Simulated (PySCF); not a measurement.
```xyz
3
charge 1 multiplicity 1, angstrom
Bi    0.0000    0.0000    0.0000
O     0.0000    0.0000    1.8420
O     0.0000    0.0000   -1.8420
```

Level of theory: PBE0 in PySCF with Bi def2-TZVP with ECP60, O def2-TZVP; scalar-relativistic core potentials, no spin–orbit coupling; density-fitted integrals.

This geometry of [BiO2]+ is a stationary point at this level.

Problem. What is the point group?

Solution. D∞h.

Problem. Is it a minimum?

Solution. Yes: all harmonic wavenumbers are real.

Problem. What are the dipole moment and the gap between the highest occupied and lowest empty levels?

Solution. 0.00 D about the centre of mass and 4.99 eV.

Problem. Give the atomic charges and bond orders.

Solution. 
```
atom  Mulliken  Löwdin  polar tensor  Mayer order to Bi1
 Bi1      1.66    1.49          1.54                   –
O2,3     -0.33   -0.24         -0.27                1.73
```
Other Mayer orders above 0.3: O–O 0.37.

This need not be the most stable arrangement of these atoms. Spin–orbit coupling, left out here, can matter for elements this heavy.
